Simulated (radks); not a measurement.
Values are calculated unless marked as measured or tabulated.
Question: The neodymium ion Nd4+, 56 electrons, occupied as [Xe] 4f2. Code: a radial shooting solver on a logarithmic mesh with Libxc functionals. Model: Dirac Kohn-Sham, BP86, spin-unpolarised, spherical densities, finite nucleus; open shells fill j = l - 1/2 first; Fermi nuclear charge, rms radius 4.9123 fm.

Spin-orbit splittings of the eigenvalues, e(l+1/2) - e(l-1/2), with zeta = 2 splitting/(2l+1) and mean radii in bohr:

| shell | occ. | splitting (eV) | zeta (eV) | <r> j=l-1/2 | <r> j=l+1/2 |
|---|---|---|---|---|---|
| 2p | 6 | 520.2 | 346.8 | 0.08422 | 0.09063 |
| 3p | 6 | 103.8 | 69.19 | 0.2557 | 0.2681 |
| 3d | 10 | 22.42 | 8.967 | 0.2395 | 0.2434 |
| 4p | 6 | 22.83 | 15.22 | 0.6203 | 0.6478 |
| 4d | 10 | 4.088 | 1.635 | 0.6923 | 0.7018 |
| 4f | 2 | 0.5155 | 0.1473 | 0.8971 | 0.9041 |
| 5p | 6 | 3.775 | 2.516 | 1.532 | 1.598 |
| 5d | 0 | ? | ? | 2.027 | 2.051 |

Estimate the 5d splitting.

Answer: 0.4743 eV (zeta = 0.1897 eV).
